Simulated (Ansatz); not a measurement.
Start from `F[SiH2]OCI` and change one atom or group to get `F[SiH2][O][GeH3]`.

Ansatz, PBE0-D4/def2-TZVP geometries, multiplicity 1. Each molecule was computed in one conformer, which needn't be the lowest.

Elements past krypton have def2 core potentials. Scalar relativity is left out up to krypton.

| property | `F[SiH2]OCI` |
| --- | --- |
| LUMO energy (PBE/def2-TZVPP) / eV | -1.99 |
| HOMO–LUMO gap (PBE0/def2-TZVPP) / eV | 6.36 |
| HOMO energy (PBE0/def2-TZVPP) / eV | -7.45 |
| size of the dipole moment (PBE/def2-TZVPP) / D | 1.12 |
| HOMO–LUMO gap (ωB97M-V/def2-TZVPP) / eV | 10.48 |
| size of the dipole moment (B3LYP/def2-TZVPP) / D | 1.08 |

(1) What does the change do to each property? (Estimate.)

Answers

(1) The calculation gave: 
```tsv
property	`F[SiH2][O][GeH3]`	shift
LUMO energy (PBE/def2-TZVPP) / eV	-1.02	0.97
HOMO–LUMO gap (PBE0/def2-TZVPP) / eV	8.70	2.34
HOMO energy (PBE0/def2-TZVPP) / eV	-8.82	-1.37
size of the dipole moment (PBE/def2-TZVPP) / D	1.85	0.73
HOMO–LUMO gap (ωB97M-V/def2-TZVPP) / eV	12.78	2.30
size of the dipole moment (B3LYP/def2-TZVPP) / D	1.93	0.85
```

With PBE0 the HOMO falls by 1.37 eV and the LUMO rises by 0.96 eV, so the gap widens by about 2.33 eV. PBE moves the HOMO by -1.09 eV and ωB97M-V by -1.48 eV. Dipoles are sizes alone; their direction can turn.

B3LYP here is the variant with VWN-RPA as its local correlation; programs differ in this.

Spin–orbit coupling is left out; it splits and shifts lone-pair levels of the heavy atoms by tenths of an eV.
